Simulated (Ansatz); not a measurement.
Born–Oppenheimer molecular dynamics of CH7BClNSi (12 atoms, charge 0, multiplicity 1). It starts from a relaxed structure.

Level of theory: UKS B3LYP/STO-3G in Ansatz.

```
ensemble             : NVT, Langevin thermostat
time step            : 0.5 fs
steps asked          : 167
set temperature      : 1500 K
friction             : 0.001 /fs
temperature schedule : 41 steps to 1500 K, then 125 steps to 10 K
seed                 : 599487
```

Frames 1 fs apart, positions in Å, forces in eV/Å.

Velocities at 0.0 fs (Å/ps):

```
C -11.61 -8.51 -10.83
B -0.92 0.84 -0.99
N 21.34 11.81 4.55
Si -2.72 4.21 -1.05
Cl 0.14 -3.57 -0.10
H -44.60 8.57 -27.36
H 37.19 -43.23 68.06
H -19.51 -41.05 36.47
H -32.97 5.15 14.12
H -16.78 -9.00 34.92
H -23.79 72.35 8.03
H 23.06 -56.39 -25.32
```

```xyz
12
Properties=species:S:1:pos:R:3:forces:R:3 time_fs=0.0 energy_less_start_eV=0.000 T=1375
C -1.597 0.188 0.118 0.00 -0.01 0.01
B -0.104 -0.267 -0.168 0.00 0.00 0.00
N 0.143 -1.291 -1.070 0.01 0.00 -0.01
Si 1.437 0.584 0.743 0.01 0.00 -0.01
Cl 1.615 2.607 0.111 0.00 -0.01 0.01
H -1.857 0.050 1.180 0.00 0.00 -0.01
H -1.729 1.262 -0.094 0.00 0.00 0.00
H -2.337 -0.364 -0.480 0.00 0.00 0.00
H 1.086 -1.651 -1.329 -0.01 0.00 0.00
H -0.612 -1.787 -1.592 0.00 0.00 0.00
H 1.317 0.640 2.186 0.00 0.01 0.00
H 2.716 -0.024 0.429 -0.01 0.01 0.01
12
Properties=species:S:1:pos:R:3:forces:R:3 time_fs=1.0 energy_less_start_eV=0.232 T=1236
C -1.609 0.180 0.107 0.48 -2.11 0.74
B -0.106 -0.266 -0.169 -0.08 0.18 0.38
N 0.164 -1.280 -1.066 -3.34 0.09 -0.05
Si 1.434 0.588 0.742 0.82 -0.48 0.05
Cl 1.615 2.603 0.111 0.07 0.14 -0.14
H -1.901 0.059 1.154 0.27 -0.30 0.53
H -1.694 1.220 -0.027 -0.53 2.08 -0.92
H -2.356 -0.405 -0.446 0.01 0.40 -0.46
H 1.056 -1.647 -1.316 2.31 -0.85 -0.59
H -0.628 -1.795 -1.557 0.87 0.46 0.37
H 1.294 0.713 2.191 0.12 -0.21 -0.29
H 2.739 -0.081 0.404 -1.00 0.60 0.38
12
Properties=species:S:1:pos:R:3:forces:R:3 time_fs=2.0 energy_less_start_eV=0.667 T=990
C -1.620 0.170 0.097 0.72 -3.25 1.25
B -0.107 -0.264 -0.170 -0.12 0.40 0.77
N 0.183 -1.268 -1.061 -5.27 0.03 -0.11
Si 1.432 0.592 0.741 1.26 -0.80 0.16
Cl 1.615 2.600 0.111 0.14 0.29 -0.29
H -1.940 0.067 1.132 0.52 -0.61 0.92
H -1.665 1.199 0.034 -0.83 3.24 -1.50
H -2.375 -0.443 -0.414 0.02 0.77 -0.86
H 1.047 -1.650 -1.307 3.57 -1.37 -0.91
H -0.637 -1.799 -1.519 1.39 0.69 0.45
H 1.274 0.786 2.193 0.22 -0.44 -0.52
H 2.752 -0.132 0.382 -1.61 1.06 0.66
12
Properties=species:S:1:pos:R:3:forces:R:3 time_fs=3.0 energy_less_start_eV=0.904 T=847
C -1.631 0.157 0.086 0.77 -2.44 1.72
B -0.109 -0.263 -0.170 -0.15 0.68 1.17
N 0.198 -1.256 -1.056 -4.25 -0.76 -0.57
Si 1.429 0.596 0.740 1.37 -0.95 0.28
Cl 1.615 2.597 0.111 0.21 0.45 -0.45
H -1.976 0.070 1.119 0.78 -0.82 1.01
H -1.642 1.206 0.082 -0.97 2.47 -1.79
H -2.393 -0.474 -0.391 0.01 1.02 -1.21
H 1.069 -1.666 -1.305 2.45 -0.86 -0.56
H -0.633 -1.795 -1.476 1.37 0.56 0.21
H 1.255 0.855 2.190 0.31 -0.68 -0.66
H 2.753 -0.172 0.367 -1.89 1.34 0.83
12
Properties=species:S:1:pos:R:3:forces:R:3 time_fs=4.0 energy_less_start_eV=1.043 T=772
C -1.641 0.143 0.077 0.72 -0.55 2.36
B -0.111 -0.261 -0.169 -0.16 0.96 1.52
N 0.210 -1.245 -1.051 -1.55 -1.82 -1.12
Si 1.427 0.600 0.740 1.20 -0.96 0.34
Cl 1.615 2.594 0.111 0.27 0.60 -0.61
H -2.006 0.064 1.115 1.04 -0.88 0.77
H -1.630 1.234 0.114 -1.06 0.60 -1.95
H -2.413 -0.495 -0.378 0.01 1.13 -1.45
H 1.113 -1.691 -1.309 0.19 0.26 0.12
H -0.617 -1.785 -1.431 0.83 0.10 -0.26
H 1.238 0.919 2.179 0.37 -0.90 -0.64
H 2.737 -0.199 0.359 -1.87 1.45 0.92
12
Properties=species:S:1:pos:R:3:forces:R:3 time_fs=5.0 energy_less_start_eV=1.244 T=660
C -1.650 0.128 0.070 0.63 1.15 2.94
B -0.113 -0.259 -0.168 -0.16 1.18 1.73
N 0.221 -1.234 -1.046 0.93 -2.46 -1.41
Si 1.426 0.603 0.740 0.77 -0.84 0.32
Cl 1.615 2.591 0.110 0.34 0.77 -0.77
H -2.028 0.050 1.117 1.24 -0.82 0.37
H -1.631 1.268 0.128 -1.10 -1.13 -1.98
H -2.433 -0.505 -0.377 0.05 1.13 -1.56
H 1.160 -1.714 -1.314 -1.58 1.22 0.66
H -0.593 -1.776 -1.390 0.02 -0.53 -0.77
H 1.226 0.976 2.160 0.40 -1.07 -0.44
H 2.701 -0.213 0.359 -1.55 1.39 0.91
12
Properties=species:S:1:pos:R:3:forces:R:3 time_fs=6.0 energy_less_start_eV=1.398 T=568
C -1.659 0.115 0.064 0.48 2.18 3.26
B -0.115 -0.255 -0.165 -0.15 1.27 1.75
N 0.233 -1.226 -1.042 2.42 -2.53 -1.37
Si 1.424 0.606 0.740 0.10 -0.59 0.31
Cl 1.615 2.587 0.109 0.41 0.94 -0.93
H -2.039 0.028 1.123 1.33 -0.68 -0.07
H -1.645 1.291 0.124 -1.05 -2.21 -1.86
H -2.453 -0.503 -0.389 0.15 1.07 -1.51
H 1.193 -1.727 -1.314 -2.42 1.72 0.93
H -0.568 -1.770 -1.357 -0.73 -1.10 -1.17
H 1.218 1.022 2.136 0.40 -1.18 -0.14
H 2.651 -0.215 0.366 -0.94 1.12 0.80
12
Properties=species:S:1:pos:R:3:forces:R:3 time_fs=7.0 energy_less_start_eV=1.355 T=596
C -1.668 0.103 0.061 0.21 2.50 3.20
B -0.117 -0.251 -0.160 -0.11 1.17 1.56
N 0.246 -1.218 -1.039 2.35 -2.42 -1.22
Si 1.423 0.610 0.741 -0.83 -0.14 0.33
Cl 1.615 2.584 0.109 0.47 1.10 -1.08
H -2.038 0.001 1.129 1.28 -0.54 -0.41
H -1.669 1.293 0.104 -0.92 -2.59 -1.59
H -2.473 -0.491 -0.414 0.40 1.00 -1.27
H 1.206 -1.722 -1.304 -2.37 1.73 0.92
H -0.551 -1.774 -1.336 -0.80 -1.19 -1.25
H 1.213 1.058 2.113 0.37 -1.24 0.23
H 2.594 -0.205 0.379 -0.04 0.61 0.59
12
Properties=species:S:1:pos:R:3:forces:R:3 time_fs=8.0 energy_less_start_eV=1.139 T=746
C -1.676 0.093 0.061 -0.02 2.22 2.63
B -0.119 -0.246 -0.155 -0.08 0.94 1.22
N 0.262 -1.212 -1.037 0.63 -2.20 -0.98
Si 1.421 0.613 0.742 -1.93 0.45 0.38
Cl 1.615 2.581 0.108 0.52 1.25 -1.21
H -2.025 -0.032 1.131 1.04 -0.39 -0.51
H -1.703 1.270 0.069 -0.73 -2.33 -1.21
H -2.490 -0.471 -0.450 0.71 0.89 -0.88
H 1.197 -1.700 -1.283 -1.38 1.23 0.64
H -0.542 -1.788 -1.328 -0.17 -0.73 -1.03
H 1.212 1.082 2.090 0.32 -1.22 0.65
H 2.538 -0.189 0.397 1.08 -0.11 0.29
12
Properties=species:S:1:pos:R:3:forces:R:3 time_fs=9.0 energy_less_start_eV=0.970 T=872
C -1.684 0.085 0.062 -0.09 1.34 1.72
B -0.122 -0.240 -0.150 -0.08 0.61 0.74
N 0.278 -1.207 -1.035 -2.39 -1.56 -0.49
Si 1.418 0.617 0.743 -2.92 1.03 0.45
Cl 1.615 2.579 0.107 0.56 1.39 -1.30
H -2.002 -0.070 1.128 0.65 -0.22 -0.40
H -1.747 1.224 0.022 -0.50 -1.36 -0.72
H -2.501 -0.442 -0.494 0.98 0.61 -0.42
H 1.175 -1.665 -1.253 0.70 0.17 0.10
H -0.536 -1.809 -1.328 0.70 -0.03 -0.69
H 1.215 1.094 2.074 0.25 -1.15 1.03
H 2.495 -0.174 0.418 2.15 -0.85 -0.03
12
Properties=species:S:1:pos:R:3:forces:R:3 time_fs=10.0 energy_less_start_eV=1.000 T=856
C -1.692 0.079 0.064 -0.01 -0.11 0.68
B -0.125 -0.235 -0.144 -0.06 0.26 0.19
N 0.292 -1.204 -1.033 -5.51 -0.54 0.13
Si 1.414 0.622 0.744 -3.38 1.29 0.50
Cl 1.615 2.576 0.106 0.58 1.50 -1.35
H -1.971 -0.113 1.122 0.16 -0.05 -0.20
H -1.798 1.164 -0.032 -0.30 0.33 -0.22
H -2.504 -0.408 -0.543 1.18 0.18 0.07
H 1.159 -1.629 -1.222 3.15 -1.05 -0.44
H -0.523 -1.831 -1.335 1.32 0.52 -0.41
H 1.221 1.095 2.068 0.19 -1.07 1.26
H 2.473 -0.166 0.436 2.69 -1.25 -0.20
12
Properties=species:S:1:pos:R:3:forces:R:3 time_fs=11.0 energy_less_start_eV=1.046 T=807
C -1.701 0.072 0.066 0.33 -1.53 -0.17
B -0.128 -0.229 -0.138 -0.10 0.00 -0.29
N 0.302 -1.200 -1.030 -6.38 -0.15 0.38
Si 1.409 0.626 0.745 -3.07 1.04 0.53
Cl 1.615 2.574 0.105 0.59 1.58 -1.36
H -1.941 -0.154 1.116 -0.31 0.11 -0.01
H -1.854 1.107 -0.087 -0.16 2.14 0.19
H -2.497 -0.373 -0.592 1.18 -0.46 0.44
H 1.173 -1.603 -1.193 3.85 -1.37 -0.54
H -0.500 -1.848 -1.346 1.47 0.74 -0.28
H 1.230 1.084 2.074 0.14 -0.99 1.28
H 2.476 -0.170 0.455 2.46 -1.11 -0.18
```

Of the whole run (84 fs, mean temperature of the second half 868 K): The schedule's set-point averaged 493 K over the second half and the system 868 K, so it lags behind the ramp. A run of 0.084 ps of so small a system gives no equilibrium averages. Limits of this set-up: minimal basis.

The run took 9.2 min on 1 thread of Arm Neoverse V2, with other jobs on the host, peak memory 0.15 GiB.
